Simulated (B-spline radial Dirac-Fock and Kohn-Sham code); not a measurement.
**Ca 2p1/2: cross section and angular parameters**

System: the free calcium atom in the configuration [Ar] 4s2; threshold 349.7 eV (tabulated edge). Method: Dirac-Hartree-Slater photoionisation with a Latter tail; cross sections with all multipoles, angular parameters from the dipole term and its interference with E2. Computed with a B-spline atomic structure program.

The run's input, task.json:

```json
{"items": [{
  "Z": 20,
  "q": 0,
  "cfg": [[1, 0, 2], [2, 0, 2], [2, 1, 6], [3, 0, 2], [3, 1, 6], [4, 0, 2]],
  "A": 40,
  "rrms": 3.4776,
  "do": "xps",
  "hv": [60.5, 80, 100, 102.0, 115.0, 117.0, 150, 171.0, 186.0, 237.0, 277.0, 300, 501.0, 639.0, 667.0, 722.0, 919.0, 1000, 1253.6, 1650.0, 1950.0, 2040.0, 2460.0, 4400.0, 4680.0, 5414.7, 7870.0, 8047.8, 8770.0, 9750.0],
  "edges": {"K": 4038.5, "L1": 438.4, "L2": 349.7, "L3": 346.2}
}]}
```

Run with: `python xray2_run.py task.json out`

For linearly polarised light dσ/dΩ = σ/(4π) [1 + β P₂(cos θ) + (δ + γ cos²θ) sin θ cos φ], with θ from the polarisation vector and φ the angle between the beam and the projection of the electron momentum on the plane normal to the polarisation.

```
hν (eV)  σ (kb)      β      γ      δ
    501     415  1.344  0.001  0.013
    639     233  1.451  0.104  0.017
    667       ?      ?      ?      ?
    722     171  1.467  0.160  0.019
    919    89.9  1.457  0.277  0.024
   1000    71.2  1.444  0.318  0.026
 1253.6    37.7  1.394  0.429  0.032
   1650    16.9  1.306  0.561  0.043
   1950    10.2  1.241  0.638  0.052
   2040    8.88  1.223  0.659  0.055
   2460    4.96  1.142  0.741  0.067
   4400   0.751  0.870  0.974  0.126
   4680   0.610  0.841  0.997  0.134
 5414.7   0.372  0.774  1.049  0.155
   7870   0.101  0.609  1.175  0.218
 8047.8  0.0934  0.600  1.182  0.223
   8770  0.0688  0.565  1.211  0.239
   9750  0.0471  0.524  1.245  0.261
```

Q: Give the values at 667 eV.

A: σ = 209 kb, β = 1.459, γ = 0.124, δ = 0.018.
